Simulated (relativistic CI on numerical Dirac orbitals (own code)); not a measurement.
In13+: q coefficients and field-shift factors

Method of calculation: Dirac-Coulomb-Breit CI, separate exchange-only KLI orbitals for each configuration, derivatives by finite differences, unscaled Slater integrals, QED left out (own radial code, finite nucleus).

CI space (outside the closed core [Ar] 3d10): 4s2.4p6, 4s2.4p5.4d, 4s.4p6.4d, 4s2.4p5.4f, 4s.4p6.4f, 4p6.4d2, 4p5.4d3, 4p5.4d2.4f. Double excitations out of closed p, d and f shells are left out; levels of such configurations are missing from the list, as are those of other unlisted configurations, and high levels can miss mixing partners.

With x = (α/α₀)² − 1 an excitation energy changes as ω = ω₀ + qx; K = 2q/ω₀ is the relative enhancement. Terms are leading LS components, so labels can repeat. The field-shift factor is F = δν/δ⟨r²⟩ for the transition from the lowest level.

Lowest level 4s2.4p6 1S_0.

| Level | ω₀ (cm⁻¹) | q (cm⁻¹) | K | F (GHz/fm²) |
| --- | --- | --- | --- | --- |
| 4s2.4p5.4d 3P°_0 | 500599 | 5531 | 0.0221 | 1.55 |
| 4s2.4p5.4d 3P°_1 | 509017 | 10530 | 0.0414 | 1.52 |
| 4s2.4p5.4d 3P°_2 | 525702 | 18730 | 0.0713 | 1.5 |
| 4s2.4p5.4d 3F°_4 | 526749 | 17320 | 0.0658 | 1.48 |
| 4s2.4p5.4d 3F°_3 | 527584 | 9363 | 0.0355 | 1.37 |
| 4s2.4p5.4d 3F°_2 | 540038 | 15620 | 0.0579 | 1.42 |
| 4s2.4p5.4d 3D°_3 | 561096 | 16750 | 0.0597 | 1.77 |
| 4s2.4p5.4d 3D°_1 | 584420 | 42370 | 0.145 | 0.907 |
| 4s2.4p5.4d 3F°_2 | 593528 | 73030 | 0.246 | -0.133 |
| 4s2.4p5.4d 3D°_2 | 610647 | 83100 | 0.272 | 0.136 |
| 4s2.4p5.4d 1F°_3 | 617311 | 86200 | 0.279 | -0.0239 |
| 4s2.4p5.4d 1P°_1 | 737036 | 47900 | 0.13 | 1.17 |
| 4s.4p6.4d 3D_1 | 957291 | 90360 | 0.189 | -81.6 |
| 4s.4p6.4d 3D_2 | 962367 | 95440 | 0.198 | -82.2 |
| 4s.4p6.4d 3D_3 | 971165 | 105200 | 0.217 | -83 |
| 4s.4p6.4d 1D_2 | 1030880 | 106900 | 0.207 | -91.1 |
| 4s2.4p5.4f 3G_5 | 1155195 | 12160 | 0.0211 | 4.6 |
| 4s2.4p5.4f 3G_4 | 1162529 | 13270 | 0.0228 | 4.56 |
| 4s2.4p5.4f 3D_1 | 1165389 | 20560 | 0.0353 | -5.13 |
| 4s2.4p5.4f 3D_2 | 1169907 | 20910 | 0.0357 | -3.8 |
| 4s2.4p5.4f 3G_3 | 1174076 | 15430 | 0.0263 | 4.42 |
| 4s2.4p5.4f 3D_3 | 1175416 | 19620 | 0.0334 | -1.3 |
| 4s2.4p5.4f 3F_4 | 1181456 | 12620 | 0.0214 | 4.66 |

At this charge energies of transitions that change n are usually good to better than 1 %, and those within a shell (Δn = 0) to a few per cent.
